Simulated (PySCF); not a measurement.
Identify the compound

The spectra below were simulated for a compound C7HN.

$^{1}$H NMR (600 MHz, computed): δ 1.31 (s, 1H).

$^{13}$C{$^{1}$H} NMR (computed): δ 112.6, 75.1, 74.4, 72.5, 70.6, 65.3, 54.2.

Computational details: GIAO PBE0/pcSseg-1 shieldings, B3LYP/pcJ-1 coupling constants, GFN2-xTB geometry, in PySCF 2.14 (no relativistic terms, no solvent model, a single conformation).

References, each an isolated molecule treated in the same way: TMS for $^{1}$H (σref 31.72), $^{13}$C (σref 186.93).

Question: Propose a structure and justify it.

Answer: 
Rings plus π bonds: 8 (no ring in the answer). 7 carbon signals for 7 carbons: no two carbons are equivalent. Carbon types of the structure: 6 × C, 1 × CH, which accounts for all hydrogens. δC 112.6: nitrile carbon; this is the usual window of a C≡N carbon, which has no attached hydrogen. δC 75.1: terminal alkyne carbon; the triple bond shields along its axis, which puts it between sp3 and sp2 carbons. δC 74.4, 72.5, 70.6, 65.3, 54.2: alkyne carbon; the triple bond shields along its axis, which puts it between sp3 and sp2 carbons. δH 1.31: hydrogen on a terminal alkyne carbon; it lies on the axis of the triple bond, in its shielding cone.

These data were computed for `InChI=1S/C7HN/c1-2-3-4-5-6-7-8/h1H`.

This is the structure that produced the data.

Shifts are as computed. Against solution values, carbons near 30 ppm lie about +3 ppm off and those near 130 ppm about +5 ppm. Of 1211 compounds with measured shifts, 218 miss one by over three times the rms of a fit or turn the order of signals round; such compounds aren't used in these exercises.
